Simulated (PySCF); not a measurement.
# ORD: `C#C[C@@]12CC[C@@H]1[C@@H]2S`, C₇H₈S

Geometry:
```
atom   x (Å)   y (Å)   z (Å)
  C1   2.688  -1.536   0.103
  C2   1.644  -0.944   0.105
  C3   0.415  -0.245   0.092
  C4  -0.484  -0.081  -1.136
  C5  -1.724  -0.221  -0.232
  C6  -0.819  -0.367   0.983
  C7   0.085   0.812   1.116
  S8  -0.440   2.479   0.663
  H9   3.600  -2.053   0.098
 H10  -0.377   0.873  -1.652
 H11  -0.370  -0.894  -1.848
 H12  -2.390   0.641  -0.205
 H13  -2.302  -1.118  -0.437
 H14  -1.007  -1.028   1.813
 H15   0.716   0.820   1.997
 H16   0.758   2.871   0.230
```

Theory: TDDFT B3LYP/def2-SVPD circular dichroism and optical rotation, one conformer, gas phase in PySCF. Geometry: GFN2-xTB.

The molecule is flexible and this is one conformer; a measurement averages over conformers. States above about 6.6 eV lie in this functional's continuum (it starts at minus the energy of the highest occupied orbital, well below the true ionisation energy for most functionals) and depend on the basis.

Stereocentres: C3 R, C6 S, C7 S.

(1) Give the optical rotatory dispersion at 633, 589.3, 546, 436, 405, 365, 355 nm.

(2) And for the mirror image at 589.3 nm?

(3) What is the molar rotation [Φ] = [α]·M/100 of the geometry above at 589.3 nm?

Results:

(1) [α] in deg dm⁻¹ (g/mL)⁻¹:
| λ (nm) | origin-invariant length gauge | modified velocity gauge | length gauge (centre of mass) | isotropic polarisability (au) |
| --- | --- | --- | --- | --- |
| 633 | -10.3 | -2.1 | -11.1 | 101.8 |
| 589.3 | -13.1 | -3.8 | -14.1 | 102.3 |
| 546 | -17.2 | -6.4 | -18.4 | 102.9 |
| 436 | -41.5 | -25.5 | -43.5 | 105.5 |
| 405 | -56.8 | -39.2 | -59.3 | 106.7 |
| 365 | -91.0 | -71.4 | -94.2 | 108.9 |
| 355 | -103.6 | -83.9 | -107.1 | 109.6 |

(2) +13.1 deg dm⁻¹ (g/mL)⁻¹ (origin-invariant length gauge): the same size and the opposite sign.

(3) With M = 124.20 g/mol, -16.3 deg cm² dmol⁻¹ (origin-invariant length gauge).

The first excitation lies at 5.48 eV (226 nm) with R = +16.6 × 10⁻⁴⁰ esu² cm² (velocity form).
